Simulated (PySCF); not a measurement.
How methods differ on the ionisation energy of Cr

Cr [Ar] 3d5 4s1 (7S) → Cr⁺ [Ar] 3d5 (6S), as a difference of total energies. Calculation: PySCF 2.14, in cc-pVDZ-DK (6s5p3d1f, 43 functions); scalar relativity by spin-free X2C-1e. Correlated levels: valence: [Ar] frozen. The calculations carry no spin-orbit coupling.

| method | ionisation energy (eV) |
| --- | --- |
| UHF | 6.012 |
| BP86 | 7.493 |
| PBE0 | 7.015 |
| MP2 (valence) | 6.442 |
| SCS-MP2 (valence) | 6.156 |

Errors of the correlated levels include the incompleteness of this basis and the frozen core.

**Question.** Which method comes closest to the reference value, and which is furthest?

**Answer.** The reference is 6.767 eV (measured; NIST Atomic Spectra Database, ionization energies). Closest: PBE0 (error 0.248 eV); furthest: UHF (error -0.755 eV).
